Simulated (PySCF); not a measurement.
Spinor energies of Pr²⁴⁺ (praseodymium, charge +24)

Start: [Ar] 3d10 4s2 4p5; 4p1/2 filled at m_j = -1/2, +1/2; 4p3/2 filled at m_j = -1/2, +1/2, +3/2. Calculated with PySCF 2.14 in an even-tempered Gaussian basis (17 s from 1.8 bohr⁻², ratio 2.8; 14 p from 2.3 bohr⁻², ratio 2.8; 9 d from 4.2 bohr⁻², ratio 2.8; 4 f from 13 bohr⁻², ratio 3): generalised Hartree-Fock with the X2C-1e Hamiltonian and a Gaussian nucleus; spin-orbit coupling (SO) screened by Boettger's factors.

| spinor shell | electrons | ε, screened SO (eV) | weight of nominal j (screened SO) | rms radius, screened SO (bohr) |
| --- | --- | --- | --- | --- |
| 1s1/2 | 2 | -42932.8 | 1.000 | 0.0275 |
| 2s1/2 | 2 | -7637.6 | 1.000 | 0.111 |
| 2p1/2 | 2 | -7246.7 | 1.000 | 0.0957 |
| 2p3/2 | 4 | -6759.3 | 1.000 | 0.102 |
| 3s1/2 | 2 | -2241.0 | 1.000 | 0.287 |
| 3p1/2 | 2 | -2075.0 | 1.000 | 0.278 |
| 3d3/2 | 4 | -1687.9 | 0.999 | 0.262 |
| 3d5/2 | 6 | -1666.0 | 1.000 | 0.265 |
| 4s1/2 | 2 | -937.36 | 1.000 | 0.612 |
| 4p1/2 | 2 | -866.88 | 0.996 | 0.623 |
| 4p3/2 | 3 | -839.13 | 0.997 | 0.646 |

Question: Where does 3p3/2 lie, and what is the 3p spin-orbit splitting (screened SO)?

Answer: At -1973.1 eV, 101.91 eV above 3p1/2.

| quantity | screened SO |
| --- | --- |
| E (hartree) | -8973.58794 |
| M_J | 3/2 |
| ⟨J²⟩ | 3.752 |
| ⟨L²⟩ | 2.028 |
| ⟨S²⟩ | 0.777 |

Each row is a mean over spinors that exchange with the open shell spreads, by up to 9.288 eV (4s1/2).

Breit and QED terms are absent; they matter most for the inner s and p1/2 levels.

Densities and radii are taken from the X2C orbitals without a picture-change correction, which distorts them close to the nucleus.
